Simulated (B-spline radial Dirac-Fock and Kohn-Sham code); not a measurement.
Binding energies of Sr⁶⁺ at several levels of theory

System: strontium as Sr⁶⁺, configuration 1s2 2s2 2p6 3s2 3p6 3d10 4s2 4p2.

The density-functional columns are spherical, spin-unpolarised Dirac-Kohn-Sham results without Breit or QED terms: −ε is minus the orbital energy of the initial state and ΔSCF the difference of two total energies. The reference in the last column comes from Dirac-Fock (average of configuration) total-energy differences with a finite nucleus, the Breit interaction including its frequency dependence, and self-energy and vacuum-polarisation corrections. All numbers are from a radial finite-basis atomic code, in eV; a selection of levels is shown. The Kohn-Sham columns are given as differences from the reference. For the 1s level of heavy atoms much of the gap between ΔSCF and the reference is the Breit and QED part, -39.2 eV here; for other levels the error of the functional can be larger.

| level | PBE −ε − DF | PBE ΔSCF − DF | LDA −ε − DF | LDA ΔSCF − DF | Dirac-Fock |
| --- | --- | --- | --- | --- | --- |
| K (1s) | -187.3 | +59.9 | -211.7 | +34.8 | 16207.5 |
| L1 (2s) | -78.4 | -33.5 | -81.2 | -36.0 | 2322.9 |
| L2 (2p1/2) | -58.3 | -3.8 | -59.1 | -4.5 | 2109.1 |
| L3 (2p3/2) | -59.5 | -6.7 | -60.2 | -7.3 | 2041.8 |
| M1 (3s) | -39.6 | -20.9 | -40.6 | -21.9 | 459.2 |
| M2 (3p1/2) | -31.2 | -12.5 | -31.5 | -12.8 | 380.3 |
| M3 (3p3/2) | -31.1 | -12.6 | -31.4 | -12.9 | 369.7 |
| M4 (3d3/2) | -17.6 | +1.2 | -17.3 | +1.5 | 232.4 |
| M5 (3d5/2) | -17.7 | +1.0 | -17.4 | +1.3 | 230.7 |
| N1 (4s) | -7.0 | +1.8 | -6.7 | +2.2 | 123.3 |
| N2,3 (4p) | -7.2 | +0.9 | -6.8 | +1.3 | 102.7 |

Values without a named source are computed, but for edge energies of neutral atoms, which are taken from tables.
